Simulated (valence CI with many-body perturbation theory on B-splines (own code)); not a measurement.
# Bi⁴⁴⁺: calculated level list

Computed by valence CI with perturbative core correlation (CI+MBPT): three valence electrons over a frozen Dirac-Fock core [Kr], radial functions for each j: 9 s, 9 p, 10 d, 8 f, 5 g, 3 h, 1 i, with the one-electron correlation potential Σ1 (screened to all orders), the two-electron term Σ2, the three-electron term Σ3, Breit, model QED; selected single and double excitations, second order for the rest (own B-spline code, finite nucleus).

No measured spectrum was set against this ion. As an estimate, large intervals hold to a few tenths of a per cent, small ones and those within an open d or f shell to about a per cent. Only levels of the ground parity were solved; by the run's estimate the other parity begins above the list, which can be wrong where configurations are misplaced.

Levels 1 to 19 of 19, with energies above the lowest level, (4d3/2^3) J=3/2. "Leading %" is the weight of the configuration and term that name the level; weights of strongly mixed levels are sums over their largest components and can fall short. In the jj column 3d3/2^4 stands for four electrons in 3d with j = 3/2.

| No. | Configuration | Term | J | E (eV) | Leading % | g | Leading jj |
| --- | --- | --- | --- | --- | --- | --- | --- |
| 1 | 4d³ | ⁴F | 3/2 | 0.00 | 44 | 0.727 | 4d3/2^3 (99 %) |
| 2 | 4d³ | ⁴F | 5/2 | 30.26 | 81 | 1.057 | 4d3/2^2 4d5/2 (99 %) |
| 3 | 4d³ | ⁴P | 3/2 | 32.90 | 38 | 1.175 | 4d3/2^2 4d5/2 (99 %) |
| 4 | 4d³ | ²G | 7/2 | 35.07 | 50 | 1.041 | 4d3/2^2 4d5/2 (98 %) |
| 5 | 4d³ | ²H | 9/2 | 35.17 | 47 | 1.036 | 4d3/2^2 4d5/2 (99 %) |
| 6 | 4d³ | ⁴P | 1/2 | 35.39 | 58 | 1.815 | 4d3/2^2 4d5/2 (100 %) |
| 7 | 4d³ | ²D | 5/2 | 45.74 | 45 | 1.239 | 4d3/2^2 4d5/2 (96 %) |
| 8 | 4d³ | ⁴F | 7/2 | 64.66 | 67 | 1.125 | 4d3/2 4d5/2^2 (99 %) |
| 9 | 4d³ | ⁴F | 9/2 | 66.96 | 50 | 1.135 | 4d3/2 4d5/2^2 (98 %) |
| 10 | 4d³ | ⁴P | 3/2 | 68.88 | 40 | 1.113 | 4d3/2 4d5/2^2 (100 %) |
| 11 | 4d³ | ²P | 1/2 | 70.26 | 57 | 1.511 | 4d3/2 4d5/2^2 (100 %) |
| 12 | 4d³ | ⁴P | 5/2 | 70.71 | 42 | 1.303 | 4d3/2 4d5/2^2 (97 %) |
| 13 | 4d³ | ²H | 11/2 | 71.36 | 100 | 1.085 | 4d3/2 4d5/2^2 (100 %) |
| 14 | 4d³ | ²D | 5/2 | 74.86 | 44 | 1.090 | 4d3/2 4d5/2^2 (98 %) |
| 15 | 4d³ | ²F | 7/2 | 75.16 | 78 | 1.087 | 4d3/2 4d5/2^2 (99 %) |
| 16 | 4d³ | ²D | 3/2 | 84.07 | 80 | 0.879 | 4d3/2 4d5/2^2 (97 %) |
| 17 | 4d³ | ²G | 9/2 | 101.23 | 49 | 1.166 | 4d5/2^3 (99 %) |
| 18 | 4d³ | ²P | 3/2 | 107.13 | 42 | 1.144 | 4d5/2^3 (97 %) |
| 19 | 4d³ | ²D | 5/2 | 111.84 | 59 | 1.169 | 4d5/2^3 (97 %) |

The ionisation energy to 4d² ³F2 of the next ion comes out as 2254.7 eV (NIST: 2253 ± 4 eV (theoretical)). All 19 levels together are meant to be complete up to 116.31 eV.
